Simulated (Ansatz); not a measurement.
System: CH$_{7}$Si$_{2}$, charge -1, multiplicity 1. It need not be the lowest isomer of its formula. Whether it binds its extra electron was not tested at this geometry. 
Geometry from a B3LYP-D3(BJ)/def2-TZVP (Ansatz, a program for electronic structure) optimisation:
```
C
H 1 1.0901
Si 1 1.7785 2 117.16
Si 1 1.7785 2 117.16 3 175.10
H 4 1.4999 1 112.33 2 175.19
H 3 1.4999 1 112.33 2 -175.19
H 3 1.5163 6 104.33 1 -127.33
H 4 1.5163 5 104.33 1 127.33
H 4 1.5208 5 102.88 8 103.15
H 3 1.5208 6 102.88 7 -103.15
```
Charge -1, spin multiplicity 1.

Basis-set convergence of Hartree-Fock and CCSD correlation energies (hartree) with Ansatz. Valence correlation only, unless marked. No spin-orbit coupling. Non-relativistic. This anion needs diffuse functions, which these sets lack.

```
basis        functions       E(HF)  E(corr, CCSD)
-----------  ---------  ----------  -------------
cc-pV(D+d)Z         95  -619.78277       -0.42306
cc-pV(T+d)Z        206  -619.82447       -0.50396
cc-pV(Q+d)Z        393         [?]            [?]
```

Q: Fill in the missing entries.

A: 
- cc-pV(Q+d)Z, E(HF): -619.83575
- cc-pV(Q+d)Z, E(corr, CCSD): -0.52929
